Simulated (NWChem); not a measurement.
System: C2H7BOS; SMILES COBSC

The following NWChem deck was run.

```
start job
memory heap 200 mb stack 900 mb global 1100 mb
geometry units angstroms noautosym nocenter noautoz
  B     -0.801665    -0.372067     0.000518
  H     -1.947139    -0.768250     0.001294
  O      0.250276    -1.215389     0.000068
  C      0.104481    -2.612634     0.000002
  H     -0.955942    -2.913515     0.004760
  H      0.590047    -3.033197    -0.894494
  H      0.598310    -3.033873     0.889605
  S     -0.548879     1.405135     0.000359
  C      1.262160     1.550768    -0.001165
  H      1.691951     1.075733     0.890255
  H      1.503245     2.621570     0.004105
  H      1.689805     1.085220    -0.898696
end
basis spherical
  B library def2-tzvp
  H library def2-tzvp
  O library def2-tzvp
  C library def2-tzvp
  S library def2-tzvp
end
dft
  xc b3lyp
  iterations 150
  semidirect filesize 400000000
end
property
  efieldgrad
end
task dft property
```

Output (shortened):

```
             Northwest Computational Chemistry Package (NWChem) 7.3.0
             --------------------------------------------------------

                             Geometry "geometry" -> ""
                             -------------------------

 Output coordinates in angstroms (scale by  1.889725989 to convert to a.u.)

  No.       Tag          Charge          X              Y              Z
 ---- ---------------- ---------- -------------- -------------- --------------
    1 B                    5.0000    -0.80166500    -0.37206700     0.00051800
    2 H                    1.0000    -1.94713900    -0.76825000     0.00129400
    3 O                    8.0000     0.25027600    -1.21538900     0.00006800
    4 C                    6.0000     0.10448100    -2.61263400     0.00000200
    5 H                    1.0000    -0.95594200    -2.91351500     0.00476000
    6 H                    1.0000     0.59004700    -3.03319700    -0.89449400
    7 H                    1.0000     0.59831000    -3.03387300     0.88960500
    8 S                   16.0000    -0.54887900     1.40513500     0.00035900
    9 C                    6.0000     1.26216000     1.55076800    -0.00116500
   10 H                    1.0000     1.69195100     1.07573300     0.89025500
   11 H                    1.0000     1.50324500     2.62157000     0.00410500
   12 H                    1.0000     1.68980500     1.08522000    -0.89869600

 Effective nuclear repulsion energy (a.u.)     213.5525885242

                              NWChem Property Module
                              ----------------------

  itol2e modified to match energy
  convergence criterion.

                                 NWChem DFT Module
                                 -----------------

 Summary of "ao basis" -> "ao basis" (spherical)
 ------------------------------------------------------------------------------
       Tag                 Description            Shells   Functions and Types
 ---------------- ------------------------------  ------  ---------------------
 B                         def2-tzvp                11       31   5s3p2d1f
 H                         def2-tzvp                 4        6   3s1p
 O                         def2-tzvp                11       31   5s3p2d1f
 C                         def2-tzvp                11       31   5s3p2d1f
 S                         def2-tzvp                13       37   5s5p2d1f

  itol2e modified to match energy
  convergence criterion.

            General Information
            -------------------
          SCF calculation type: DFT
          Wavefunction type:  closed shell.
          No. of atoms     :    12
          No. of electrons :    48
           Alpha electrons :    24
            Beta electrons :    24
          Charge           :     0
          Spin multiplicity:     1
          Use of symmetry is: off; symmetry adaption is: off
          Maximum number of iterations: 150
          AO basis - number of functions:   203
                     number of shells:    85
          Convergence on energy requested:  1.00D-07
          Convergence on density requested:  1.00D-05
          Convergence on gradient requested:  5.00D-04

              XC Information
              --------------
                         B3LYP Method XC Potential
                     Hartree-Fock (Exact) Exchange  0.200
                        Slater Exchange Functional  0.800 local
                    Becke 1988 Exchange Functional  0.720 non-local
              Lee-Yang-Parr Correlation Functional  0.810
                  VWN I RPA Correlation Functional  0.190 local

             Grid Information
             ----------------
          Grid used for XC integration:  fine
          Radial quadrature: Mura-Knowles
          Angular quadrature: Lebedev.
          Tag              B.-S. Rad. Rad. Pts. Rad. Cut. Ang. Pts.
          ---              ---------- --------- --------- ---------
          B                   0.85       70          11.0       590
          H                   0.35       60          14.0       590
          O                   0.60       70          11.0       590
          C                   0.70       70          14.0       590
          S                   1.00      123          12.0       770
          Grid pruning is: on
          Number of quadrature shells:   823
          Spatial weights used:  Erf1

      Superposition of Atomic Density Guess
      -------------------------------------

 Sum of atomic energies:        -575.63984224

      Non-variational initial energy
      ------------------------------

 Total energy =    -578.170116
 1-e energy   =   -1213.344583
 2-e energy   =     421.621878
 HOMO         =      -0.308994
 LUMO         =       0.033414

------------------------------------------------------------
EAF file 0: "./job.aoints.0" size=594542592 bytes
------------------------------------------------------------
               write      read    awrite     aread      wait
               -----      ----    ------     -----      ----
     calls:     1134         0         0         0         0
   data(b): 5.95e+08  0.00e+00  0.00e+00  0.00e+00
   time(s): 0.00e+00  0.00e+00  0.00e+00  0.00e+00  0.00e+00
rate(mb/s): 0.00e+00  0.00e+00
------------------------------------------------------------

   convergence    iter        energy       DeltaE   RMS-Dens  Diis-err
 ---------------- ----- ----------------- --------- --------- ---------
 d= 0,ls=0.0,diis     1   -578.7851932777 -7.92D+02  3.58D-03  1.08D+00
 d= 0,ls=0.0,diis     2   -578.7985053069 -1.33D-02  2.14D-03  6.96D-01
 d= 0,ls=0.0,diis     3   -578.8420638804 -4.36D-02  8.25D-04  2.63D-01
 d= 0,ls=0.0,diis     4   -578.8623959138 -2.03D-02  2.82D-04  8.11D-03
 d= 0,ls=0.0,diis     5   -578.8633594587 -9.64D-04  7.31D-05  7.33D-04
  Resetting Diis
 d= 0,ls=0.0,diis     6   -578.8634470707 -8.76D-05  1.62D-05  2.03D-05
 d= 0,ls=0.0,diis     7   -578.8634493491 -2.28D-06  7.20D-06  1.73D-06
 d= 0,ls=0.0,diis     8   -578.8634492158  1.33D-07  3.93D-06  2.96D-06
 d= 0,ls=0.0,diis     9   -578.8634495577 -3.42D-07  4.48D-07  3.71D-08
 d= 0,ls=0.0,diis    10   -578.8634495609 -3.23D-09  1.33D-07  3.45D-09

         Total DFT energy =     -578.863449560906
      One electron energy =    -1218.312883375007
           Coulomb energy =      477.799132241847
    Exchange-Corr. energy =      -51.902286951961
 Nuclear repulsion energy =      213.552588524216

 Numeric. integr. density =       47.999996689020

[...]

          -----------------------
          Electric field gradient
          -----------------------

 1 a.u. = 0.324123 10**(16) esu/cm**3  ( or statvolts/cm**2 ) = 0.97174 10**(22) v/m**2

 ------------------------------------------------------------
   Atom      X         Y         Z
 ------------------------------------------------------------
    1 B   -1.51493  -0.70310   0.00098
 ------------------------------------------------------------

 Electric field gradient in molecular frame (a.u.)
         XX             YY             ZZ             XY             XZ             YZ
 ------------------------------------------------------------------------------------------
        0.198319       0.147676      -0.345995       0.036000      -0.000373      -0.000067

 Principal components (a.u.) and orientation
 of principal axis w.r.t. absolute frame                      Asymmetry parameter eta
 --------------------------------------------------------------------------------------
       -0.345995       0.217011       0.128984                       0.254416

        0.000680       0.887499      -0.460809
        0.000086       0.460809       0.887499
        1.000000      -0.000643       0.000237

 ------------------------------------------------------------
   Atom      X         Y         Z
 ------------------------------------------------------------
    2 H   -3.67956  -1.45178   0.00245
 ------------------------------------------------------------

 Electric field gradient in molecular frame (a.u.)
         XX             YY             ZZ             XY             XZ             YZ
 ------------------------------------------------------------------------------------------
       -0.152246       0.060590       0.091656      -0.084765       0.000166       0.000062

 Principal components (a.u.) and orientation
 of principal axis w.r.t. absolute frame                      Asymmetry parameter eta
 --------------------------------------------------------------------------------------
       -0.181880       0.091656       0.090223                       0.007878

        0.943979      -0.000178      -0.330006
        0.330006       0.002476       0.943976
       -0.000649       0.999997      -0.002396

 ------------------------------------------------------------
   Atom      X         Y         Z
 ------------------------------------------------------------
    3 O    0.47295  -2.29675   0.00013
 ------------------------------------------------------------

 Electric field gradient in molecular frame (a.u.)
         XX             YY             ZZ             XY             XZ             YZ
 ------------------------------------------------------------------------------------------
        0.779647      -1.433427       0.653780       0.331976      -0.000533      -0.000435

 Principal components (a.u.) and orientation
 of principal axis w.r.t. absolute frame                      Asymmetry parameter eta
 --------------------------------------------------------------------------------------
       -1.482153       0.828375       0.653778                       0.117800

       -0.145219       0.989394       0.003368
        0.989399       0.145219       0.000327
        0.000165      -0.003380       0.999994

 ------------------------------------------------------------
   Atom      X         Y         Z
 ------------------------------------------------------------
    4 C    0.19744  -4.93716   0.00000
 ------------------------------------------------------------

 Electric field gradient in molecular frame (a.u.)
         XX             YY             ZZ             XY             XZ             YZ
 ------------------------------------------------------------------------------------------
        0.209164      -0.419432       0.210268      -0.071265       0.000021       0.000008

 Principal components (a.u.) and orientation
 of principal axis w.r.t. absolute frame                      Asymmetry parameter eta
 --------------------------------------------------------------------------------------
       -0.427411       0.217142       0.210268                       0.016082

        0.111256       0.993788      -0.002899
        0.993792      -0.111255       0.000340
       -0.000016       0.002919       0.999996

 ------------------------------------------------------------
   Atom      X         Y         Z
 ------------------------------------------------------------
    5 H   -1.80647  -5.50575   0.00900
 ------------------------------------------------------------

 Electric field gradient in molecular frame (a.u.)
         XX             YY             ZZ             XY             XZ             YZ
 ------------------------------------------------------------------------------------------
       -0.236571       0.091254       0.145317      -0.102455       0.001728       0.000451

 Principal components (a.u.) and orientation
 of principal axis w.r.t. absolute frame                      Asymmetry parameter eta
 --------------------------------------------------------------------------------------
       -0.265965       0.145325       0.120640                       0.092812

        0.961234       0.004657      -0.275694
        0.275699      -0.000490       0.961244
       -0.004341       0.999989       0.001755

 ------------------------------------------------------------
   Atom      X         Y         Z
 ------------------------------------------------------------
    6 H    1.11503  -5.73191  -1.69035
 ------------------------------------------------------------

 Electric field gradient in molecular frame (a.u.)
         XX             YY             ZZ             XY             XZ             YZ
 ------------------------------------------------------------------------------------------
        0.064685       0.065489      -0.130174       0.065384       0.150753      -0.124167

 Principal components (a.u.) and orientation
 of principal axis w.r.t. absolute frame                      Asymmetry parameter eta
 --------------------------------------------------------------------------------------
       -0.270791       0.146894       0.123897                       0.084925

       -0.439678       0.862003       0.252258
        0.385090      -0.072809       0.920002
        0.811412       0.501647      -0.299936

 ------------------------------------------------------------
   Atom      X         Y         Z
 ------------------------------------------------------------
    7 H    1.13064  -5.73319   1.68111
 ------------------------------------------------------------

 Electric field gradient in molecular frame (a.u.)
         XX             YY             ZZ             XY             XZ             YZ
 ------------------------------------------------------------------------------------------
        0.061885       0.065299      -0.127184       0.066662      -0.152505       0.123733

 Principal components (a.u.) and orientation
 of principal axis w.r.t. absolute frame                      Asymmetry parameter eta
 --------------------------------------------------------------------------------------
       -0.270835       0.146920       0.123916                       0.084938

        0.447176       0.857280       0.255154
       -0.385742      -0.072536       0.919751
        0.806992      -0.509715       0.298252

 ------------------------------------------------------------
   Atom      X         Y         Z
 ------------------------------------------------------------
    8 S   -1.03723   2.65532   0.00068
 ------------------------------------------------------------

 Electric field gradient in molecular frame (a.u.)
         XX             YY             ZZ             XY             XZ             YZ
 ------------------------------------------------------------------------------------------
       -1.744681       0.173463       1.571218      -0.898877       0.003055       0.000338

 Principal components (a.u.) and orientation
 of principal axis w.r.t. absolute frame                      Asymmetry parameter eta
 --------------------------------------------------------------------------------------
       -2.100069       1.571221       0.528848                       0.496352

        0.929955       0.001036      -0.367672
        0.367673      -0.000425       0.929955
       -0.000808       0.999999       0.000776

 ------------------------------------------------------------
   Atom      X         Y         Z
 ------------------------------------------------------------
    9 C    2.38514   2.93053  -0.00220
 ------------------------------------------------------------

 Electric field gradient in molecular frame (a.u.)
         XX             YY             ZZ             XY             XZ             YZ
 ------------------------------------------------------------------------------------------
       -0.253974       0.119223       0.134751      -0.041654       0.000358      -0.000175

 Principal components (a.u.) and orientation
 of principal axis w.r.t. absolute frame                      Asymmetry parameter eta
 --------------------------------------------------------------------------------------
       -0.258567       0.134755       0.123812                       0.042324

        0.993976       0.002989      -0.109554
        0.109592      -0.019295       0.993789
       -0.000857       0.999809       0.019506

[...]
```

Level: B3LYP/def2-TZVP. The geometry was optimised at PBE0/def2-SVP. Not confirmed as a minimum by frequencies. B3LYP is NWChem's, with the RPA form of VWN correlation. NWChem prints the field gradient with the sign opposite to the second derivative of the potential.
